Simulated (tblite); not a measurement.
C11H8S.
SMILES with atom numbers: `[S:1]=[CH:2][c:3]1[cH:4][cH:5][c:6]2[cH:7][cH:8][cH:9][cH:10][cH:11][c:12]1-2` (hydrogens: H13 on C2; H14 on C4; H15 on C5; H16 on C7; H17 on C8; H18 on C9; H19 on C10; H20 on C11)

Structure optimised with GFN2-xTB, isolated species.

Entries marked ? are missing.

```tsv
coordinate	value
S1=C2	1.643 Å
C2–C3	1.409 Å
C3–C4	1.419 Å
C4–C5	1.374 Å
C5–C6	1.408 Å
C6–C7	1.385 Å
C7–C8	1.385 Å
C8–C9	?
C9–C10	1.386 Å
C10–C11	1.391 Å
C11–C12	?
C3–C12	?
C6–C12	?
C2–H13	1.088 Å
C4–H14	1.076 Å
C5–H15	1.075 Å
C7–H16	1.085 Å
C8–H17	1.083 Å
C9–H18	1.084 Å
C10–H19	1.083 Å
C11–H20	1.083 Å
S1–C2–C3	?
C2–C3–C4	122.3°
C2–C3–C12	130.4°
C4–C3–C12	107.3°
C3–C4–C5	110.1°
C4–C5–C6	109.1°
C5–C6–C7	?
C5–C6–C12	107.0°
C7–C6–C12	128.3°
C6–C7–C8	128.7°
C7–C8–C9	128.5°
C8–C9–C10	129.5°
C9–C10–C11	?
C10–C11–C12	128.5°
C3–C12–C11	126.2°
C3–C12–C6	106.6°
```

Problem. Estimate the withheld lengths and angles.

Solution. 
- C8–C9 = 1.390 Å, aromatic (both ends aromatic CH carbon); 0.07 Å below the sum of covalent radii, 1.46 Å.
- C11–C12 = 1.380 Å, aromatic (aromatic CH carbon to substituted aromatic carbon); 0.08 Å below the sum of covalent radii, 1.46 Å.
- C3–C12 = 1.425 Å, aromatic (both ends substituted aromatic carbon); 0.03 Å below the sum of covalent radii, 1.46 Å.
- C6–C12 = 1.471 Å, drawn single (both ends substituted aromatic carbon); 0.01 Å above the sum of covalent radii, 1.46 Å.
- S1–C2–C3 = 128.9°, at the thiocarbonyl carbon; the outer atoms are 2.754 Å apart.
- C5–C6–C7 = 124.7°, at the substituted aromatic carbon; the outer atoms are 2.474 Å apart.
- C9–C10–C11 = 129.3°, at the aromatic CH carbon, inside a 7-membered ring; the outer atoms are 2.509 Å apart.

Radii are Cordero's, carbon taken as 0.76, 0.73 or 0.69 Å for four, three, and two or fewer neighbours.

Its GFN2-xTB frequencies are all real (lowest 52 cm⁻¹). One conformer, not necessarily the lowest (S1–C2–C3–C4 180°). 2 starts were optimised and ended at 0.00 and 1.02 kcal/mol (GFN2-xTB); the lowest of these is shown.

The numbers are calculated, not measured.
